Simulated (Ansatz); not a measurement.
Reaction (ligand exchange at a B–O bond): `COB(O)OC` + HBr → `COB(O)Br` + CH₃OH

Program: Ansatz. Geometries: PBE0-D4/def2-TZVP. ΔE: electronic, gas phase. CCSD(T)/CBS adds triple-zeta CCSD(T) − MP2 to the extrapolated MP2 energy (def2 sets, frozen cores). This one scheme is used for every species. Functionals use def2-TZVPP. For Br outer-core shells are correlated without core-valence functions, which leaves a few kJ/mol of doubt a bond. Scalar relativity is left out up to krypton. Each species was taken in one conformer, which may not be the lowest.

```tsv
species	revPBE energy (Eh)
`COB(O)OC`	-331.11063
HBr	-2574.53871
`COB(O)Br`	-2789.89941
CH₃OH	-115.73606
```

(1) Work out ΔE.

Largest T1 diagnostic among the species: 0.012.

Answers

(1) ΔE = (-2789.89941) + (-115.73606) − (-331.11063) − (-2574.53871) = 0.01387 Eh = +0.38 eV. CCSD(T)/CBS gives +0.49 eV.

Leaving LDA and LC-ωPBE aside and taking each functional with its dispersion term where it has one, the values, not all of them listed here, spread over 0.20 eV, from revPBE-D4 to CAM-B3LYP-D4. LDA lies +0.12 eV from PBE without D4. In def2-TZVPP, CCSD(T) changes the Hartree–Fock value by −0.11 eV (the triples alone add −0.03 eV) and MP2 by −0.18 eV. From PBE to PBE0 (25 % exact exchange), in def2-TZVPP and without D4, ΔE moves by +0.04 eV.
